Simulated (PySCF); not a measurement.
Si(H)(Cl)(Br)(vinyl) (C2H4BrClSi), SMILES C=C[SiH](Cl)Br.

Geometry optimised at PBE-D3(BJ)/def2-SVP. One conformer was computed; it need not be the lowest.

These are PBE/def2-TZVP run with PySCF values and carry that method's errors.

The molecule is in vacuum.

| Item | Value |
|---|---|
| total energy | -3401.76761 hartree |
| highest occupied level | -7.26 eV |
| lowest empty level | -2.20 eV |
| orbital gap | 5.06 eV |
| dipole moment | 2.01 D |
| quadrupole, principal values (traceless, Buckingham form, about the centre of nuclear charge) | -5.37, 0.37, 5.00 D·Å |
| mean static polarisability | 82.0 bohr³ (12.15 Å³) |
| polarisability, principal values | 63.3, 86.5, 96.2 bohr³ |
